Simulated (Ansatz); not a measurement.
`CB(C)O` + H₂S → `CB(C)S` + H₂O at 600 K and 1 bar (ligand exchange at a B–O bond).

Calculated with Ansatz (gas phase, PBE0-D4/def2-TZVP geometries, no zero-point term in ΔE). CCSD(T)/CBS adds triple-zeta CCSD(T) − MP2 to the extrapolated MP2 energy (def2 sets, frozen cores). This one scheme is used for every species. One conformer a species, not always the lowest.

```
 species  CCSD(T)/CBS energy (Eh)  H − E (kJ/mol)  S (J/(mol·K))
`CB(C)O`               -180.36349           297.2          399.6
     H₂S               -398.97279            60.8          230.9
`CB(C)S`               -502.93918           286.6          415.0
     H₂O                -76.37941            76.8          212.8
```

H − E and S are ideal-gas, rigid-rotor, harmonic terms from PBE0-D4/def2-TZVP, for one conformer and one mirror image of each species. 1 Eh = 2625.50 kJ/mol, R = 8.31446 J/(mol·K).

Problem. By hand: ΔE, ΔH, ΔS and ΔG.

Solution. ΔE = (-502.93918) + (-76.37941) − (-180.36349) − (-398.97279) = 0.01769 Eh = 46.4 kJ/mol. Δ(H − E) = 286.6 + 76.8 − 297.2 − 60.8 = 5.4, so ΔH = 51.8 kJ/mol. ΔS = 415.0 + 212.8 − 399.6 − 230.9 = -2.7 J/(mol·K). ΔG = 51.8 − 600 × (-2.7)/1000 = 53.4 kJ/mol.

Problem. By hand: the equilibrium constant, and the temperature at which ΔG would vanish if ΔH and ΔS stayed fixed.

Solution. log₁₀ K = −ΔG/(RT ln 10) = -4.6. ΔH and −TΔS have one sign here, so there is no such temperature.

The number of gas molecules stays the same, so ΔS is small and ΔH decides. A doubt of 5 kJ/mol in ΔE shifts log₁₀ K by 0.4 here. Other conformers and mirror images would add mixing entropy, several J/(mol·K) or more a flexible species. These are equilibria of isolated gas molecules and say nothing of rates. Largest T1 diagnostic: 0.012 (customary marks: 0.02 for closed shells, 0.045 for open ones).

ΔS is within the doubt of such terms, so its sign, and with it that verdict, could turn.
